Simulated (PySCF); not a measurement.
## C(2+): excitation energy

C(2+) [He] 2s2 (1S) → C(2+) [He] 2s1 3s1 (3S), as a difference of total energies. Calculation: PySCF 2.14, in aug-cc-pVTZ-DK (5s4p3d2f, 46 functions); the spin-free X2C one-electron Hamiltonian (Gaussian nucleus). Correlated levels: valence: 1s2 frozen. The calculations carry no spin-orbit coupling.

```csv
method,excitation energy (eV)
UHF,27.957
MP2 (valence),29.007
SCS-MP2 (valence),29.324
CCSD (valence),29.632
```

Question: How much does correlation contribute at MP2 (valence)?

Answer: 29.007 − (27.957) = 1.050 eV, measured against UHF.

The promoted electron is Rydberg-like, and one or two diffuse shells describe it only roughly, which tends to raise the upper state.

With two correlated electrons CCSD is exact in that space.

The coupled-cluster amplitudes are large for the lower state (T1 above 0.03 or a double amplitude above 0.15), so a single reference is strained.
